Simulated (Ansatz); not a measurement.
```yaml
crystal:
  periodic: [false, false, false]
  atoms:
    - {symbol: Se, position_ang: [-0.909615, 2.561144, -4.121244]}
    - {symbol: Ti, position_ang: [0.326936, 0.124352, -0.533662]}
    - {symbol: Se, position_ang: [4.761354, -0.514817, -0.973207]}
    - {symbol: Se, position_ang: [-2.065118, -3.526885, -0.482063]}
    - {symbol: Se, position_ang: [-0.124198, 2.403696, 3.426266]}
    - {symbol: H, position_ang: [-2.535347, 4.145676, -2.512114]}
    - {symbol: H, position_ang: [4.482868, -3.075463, -0.057246]}
    - {symbol: H, position_ang: [-1.126453, -4.067965, 2.087630]}
    - {symbol: H, position_ang: [-2.864177, 2.118524, 3.162284]}
basis:
  gaussian: {orbitals: aug-cc-pVTZ}
hamiltonian: {xc: {name: PBEsol}, dispersion: d4}
accuracy: high
```

```sh
$ ansatz run in.yaml --threads 2 --pin off --events-out ev --progress --plain --max-ram 32768MiB --backend cuda --devices 0, --max-vram 18GiB
```

Output, abridged:

```
Functional definition: PBEsol
6410 factors; integrals over basis functions are off by at most 1.1e-7 eV
mean field evaluation 1: about -284144.8491 eV, gradient 3.6e2 eV
mean field evaluation 2: about -282924.2657 eV, gradient 2.0e2 eV
mean field evaluation 4: about -278304.8851 eV, gradient 1.4e3 eV
mean field evaluation 8: about -284315.2809 eV, gradient 1.9e0 eV
mean field evaluation 16: about -284315.3212 eV, gradient 1.4e-2 eV
mean field evaluation 64: about -284315.3145 eV, gradient 1.1e-1 eV
mean field evaluation 96: about -284315.2837 eV, gradient 3.4e-1 eV
mean field evaluation 160: about -284315.2652 eV, gradient 3.5e-1 eV
mean field -284315.32122509 eV, -10448.3953391757 hartree, gradient 2.1e-8 eV, S^2 0.000000; 10 other end points of the search recorded, 0 dependent functions left out
reference -284315.32123649 eV, -10448.3953395946 hartree; 81, 81 occupied and 340, 340 virtual orbitals, 6410 factors
Total energy: -284315.42894057 eV, -10448.3992976467 hartree
```

(1) Something in this input is off. What?

Results:

(1) The coordinates are in bohr but typed as ångström. The calculation finished and met its thresholds. The result belongs to that input, not to the molecule as meant.
